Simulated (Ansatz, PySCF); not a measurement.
C2H4BFO2. Atoms are numbered in the order given.

```xyz
10

B      1.1629     0.0181     1.1738
F      0.2453     0.3183     2.0735
H      2.3060    -0.1457     1.5039
O      0.8524    -0.0503    -0.1543
C     -0.4124    -0.1776    -0.6995
C     -0.4877     0.4926    -2.0422
O     -1.2844    -0.7863    -0.1545
H     -1.4792     0.3359    -2.4821
H      0.2942     0.0872    -2.7025
H     -0.2874     1.5698    -1.9293
```
Charge 0, spin multiplicity 1.

Coordinates come from a B3LYP-D3(BJ)/def2-SVP optimisation. The structure was generated by enumeration, and PubChem lists no compound with its InChIKey, so it may never have been made. Other conformers were not sampled.

Vertical ionisation energy (IE) and electron affinity (EA) in eV. Rows of orbital energies are one-electron estimates. Where ΔSCF, EOM or ADC give a negative EA the extra electron is unbound and the value depends on the basis.

| level | IE | EA |
|---|---|---|
| −ε(HOMO), −ε(LUMO), B3LYP/def2-TZVP (PySCF) | 8.20 | 1.12 |
| −ε(HOMO), −ε(LUMO), PBE/def2-TZVP (PySCF) | 6.78 | 1.95 |
| ΔSCF, CAM-B3LYP/def2-SVPD (Ansatz), final states of multiplicity 2 and 2 | 11.09 | -0.98 |
| ΔSCF, PBE/def2-SVPD (Ansatz), final states of multiplicity 2 and 2 | 10.51 | -0.70 |

**Question.** What vertical singlet–triplet gap does ΔSCF give with CAM-B3LYP/def2-SVPD (Ansatz, an electronic-structure program) and with PBE/def2-SVPD (Ansatz)? (The exact figures need the calculation; the answer reports its results.)

**Answer.** 4.96 and 4.76 eV (triplet above singlet where positive).
